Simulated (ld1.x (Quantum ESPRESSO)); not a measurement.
Transferability test, RRKJ potential for Sm (Z = 62)

samarium (Sm), norm-conserving RRKJ (Kleinman–Bylander form), made with ld1.x (Quantum ESPRESSO) 7.5 (LDA (PZ), non-relativistic). Core [Kr] 4d10, reference 4f6 5s2 5p6 5d0 6s2 6p0. Waves: 5p (bound): rc 2.70 bohr; 5d (bound, empty): rc 3.74 bohr; 4f (bound): rc 0.95 bohr; 5s (bound): rc 1.50 bohr. Local part: the s channel. Core correction: none. rho0 = 0.02.

Occupied shells without a wave of their own: 6s. They enter only through the test configuration that unscreens the potential.

Energies are relative to the spin-unpolarised reference configuration 4f6 5s2 5p6 5d0 6s2 6p0; without spin polarisation the order of configurations can differ from experiment. Spin-polarised rows fill each open shell by Hund’s rule, majority spin first.

| valence configuration | charge | ΔE all-electron (eV) | error AE − PS (meV) |
| --- | --- | --- | --- |
| 4f6 5s2 5p6 5d0 6s0 6p0 | +2 | 16.425 | -119 |
| 4f5 5s2 5p6 5d0 6s0 6p0 | +3 | 43.959 | -490 |
| 4f6 5s2 5p6 5d0 6s0 6p2 | 0 | 4.423 | -47 |
| 4f6 5s2 5p6 5d0.5 6s1.5 6p0 | 0 | 0.584 | -9.5 |
| 4f6 5s2 5p6 5d0 6s0 6p1 | +1 | 8.508 | -73 |
| 4f6 5s1 5p6 5d0 6s2 6p0 | +1 | 43.769 | +26 |
| 4f6 5s2 5p6 5d0 6s2 6p0 (spin-polarised) | 0 | -5.939 | +11478 |
| 4f6 5s2 5p6 5d0 6s1 6p0 (spin-polarised) | +1 | -0.437 | +11522 |

**Question.** What are ΔE and the potential's error for 4f6 5s2 5p6 5d0 6s1 6p0?

**Answer.** ΔE = 5.791 eV all-electron; the error (AE − PS) is -43 meV.

Levels in the configuration 4f6 5s2 5p6 5d0 6s0 6p1:

```json
{"level": "4f", "all-electron (eV)": "-12.950", "pseudo (eV)": "-12.984"}
{"level": "5s", "all-electron (eV)": "-45.368", "pseudo (eV)": "-45.412"}
{"level": "5p", "all-electron (eV)": "-29.735", "pseudo (eV)": "-29.776"}
{"level": "6p", "all-electron (eV)": "-5.991", "pseudo (eV)": "-6.025"}
```

The 6s level has no wave, so the channel is fitted at the deeper level alone: the likely source of the large errors.

Note: ghost state, extra bound levels that the all-electron valence spectrum of the same l lacks: p at -147.1 eV. A true bound ghost makes a file unfit for plane-wave use.
